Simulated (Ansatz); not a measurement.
System: sum formula FeO2H2 (charge 0, quintet). The spin state was set by rule; other spins were not relaxed. 
Geometry from a B3LYP-D3(BJ)/def2-TZVP (Ansatz, a program for electronic structure) optimisation:
SMILES: [OH][Fe][OH]
```xyz
5

Fe    -0.0001    -0.0005    -0.0002
O      1.1657     0.2069    -1.3431
H      2.0675     0.5300    -1.3214
O     -1.1929    -0.3070     1.2994
H     -1.8470     0.2830     1.6763
```
Charge 0, spin multiplicity 5.

Basis-set convergence of Hartree-Fock and MP2 correlation energies (hartree) with Ansatz. Correlated levels leave the core frozen unless marked. UHF or UKS for open shells. No spin-orbit coupling. The frozen core is the preceding noble-gas configuration, with the filled d and f shells of earlier blocks. No relativistic terms.

| basis | functions | E(HF) | E(corr, MP2) |
|---|---|---|---|
| def2-SVP | 69 | -1413.08990 | -0.50566 |
| def2-TZVPP | 154 | ___ | ___ |

Question: Fill in the missing entries.

Answer: 
- def2-TZVPP, E(HF): -1413.46620
- def2-TZVPP, E(corr, MP2): -0.69859
